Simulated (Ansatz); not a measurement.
`O[SiH]([SiH3])[GeH3]` at its PBE0-D4/def2-TZVP geometry, where that method's forces vanish. The species carries charge 0 and has multiplicity 1.

```xyz
12

O     0.5496    1.5341    1.3663
Si   -0.3250    0.6617    0.2598
Si    0.8680    0.7152   -1.7497
Ge   -0.6739   -1.5912    0.9754
H     0.1909    1.6100    2.2520
H    -1.6780    1.2642    0.0543
H     0.0944   -0.0468   -2.7685
H     2.1969    0.0695   -1.5809
H     1.0615    2.1079   -2.2347
H    -1.3127   -1.6270    2.3783
H     0.6485   -2.3750    1.0414
H    -1.6202   -2.3224    0.0061
```

Q: What forces (eV/Å) does r2SCAN-D4/def2-TZVPP give on these atoms in Ansatz 0.2.0? (Estimate.)

A: Computed: 
```
O1   0.046  0.033  0.011
Si2 -0.045 -0.052 -0.018
Si3  0.000 -0.005 -0.015
Ge4 -0.007 -0.011 -0.005
H5  -0.007  0.002  0.033
H6   0.006 -0.010 -0.006
H7   0.020  0.017  0.016
H8  -0.021  0.014 -0.008
H9   0.002 -0.023  0.001
H10  0.029 -0.012 -0.064
H11 -0.068  0.027  0.002
H12  0.044  0.020  0.055
```
